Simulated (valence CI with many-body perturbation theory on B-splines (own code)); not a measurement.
**Basis-set convergence for Ag40+**

Calculated by relativistic CI+MBPT: five valence electrons over a frozen Dirac-Fock core [He], radial functions for each j: 9 s, 9 p, 8 d, 6 f, 3 g, 1 h, with the one-electron correlation potential Σ1, the two-electron term Σ2, the three-electron term Σ3, Breit, model QED; selected CI, second order for the rest, scaled by the run's own slope (own B-spline code, finite nucleus).

The last digits are not significant, and no measured levels were compared; by estimate large intervals hold to a few tenths of a per cent, small ones and those within an open d or f shell to about a per cent. Among the levels kept, up to 3600 cm⁻¹ of a level comes from second order outside the variational space, and about a tenth of that is noise between levels of different J, which matters for small intervals.

The reference run has the lowest level (2s^2 2p1/2^2 2p3/2) J=3/2 and an ionisation energy of 6167.38 eV. Its largest variational space holds 20000 state functions.

Levels are named by their leading jj configuration (3d3/2^4 stands for four electrons in 3d with j = 3/2), which in mixed levels can hold well under half, so a name can repeat and another be missing. Letters in brackets count levels of one name in rising energy.

Changed runs:
A. basis 6 s, 6 p, 5 d, 3 f, 1 g
B. basis 5 s, 5 p, 4 d, 2 f

Excitation energies of the reference run in cm⁻¹, and shifts in cm⁻¹:

| Level | Reference | A | B |
| --- | --- | --- | --- |
| (2s^2 2p1/2 2p3/2^2) J=3/2 | 1357730 | -47 | -225 |
| (2s^2 2p1/2 2p3/2^2) J=5/2 | 1501320 | +98 | +193 |
| (2s^2 2p1/2 2p3/2^2) J=1/2 | 1703340 | +68 | +277 |
| (2s 2p1/2^2 2p3/2^2) J=5/2 | 2811310 | -65 | -213 |
| (2s^2 2p3/2^3) J=3/2 | 3068380 | +37 | +77 |
| (2s 2p1/2^2 2p3/2^2) J=1/2 | 3262360 | +4.8 | +192 |
| (2s 2p1/2^2 2p3/2^2) J=3/2 | 3273420 | +66 | +265 |
| (2s 2p1/2 2p3/2^3) J=3/2 [a] | 4325540 | -69 | -181 |
| (2s 2p1/2 2p3/2^3) J=5/2 | 4548710 | +102 | +274 |
| (2s 2p1/2 2p3/2^3) J=1/2 | 4778840 | +39 | +206 |
| (2s 2p1/2 2p3/2^3) J=3/2 [b] | 4874490 | +155 | +515 |
| (2s 2p3/2^4) J=1/2 | 6282060 | +51 | +298 |
| Ionisation energy (eV) | 6167.38 | -0.028 | -0.12 |
